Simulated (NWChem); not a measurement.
Molecule: CH6Zr; SMILES [CH3][ZrH3]

Results from NWChem. The geometry was optimised at PBE0/def2-SVP. def2 effective core potentials on Zr; no spin-orbit coupling. Vertical excitations in the gas phase; the lowest state need not have the same character in each row.

```json
[
 {"level": "PBE/def2-SVP, full TDDFT", "lowest excitation, singlet (eV)": "3.87", "orbital gap (eV)": "3.89"},
 {"level": "B3LYP/def2-SVP, full TDDFT", "lowest excitation, singlet (eV)": "4.13", "orbital gap (eV)": "5.71"},
 {"level": "CAM-B3LYP/def2-SVP, full TDDFT", "lowest excitation, singlet (eV)": "4.28", "orbital gap (eV)": "8.69"},
 {"level": "LDA (Slater exchange, VWN5)/def2-SVP, full TDDFT", "lowest excitation, singlet (eV)": "3.68", "orbital gap (eV)": "3.62"}
]
```
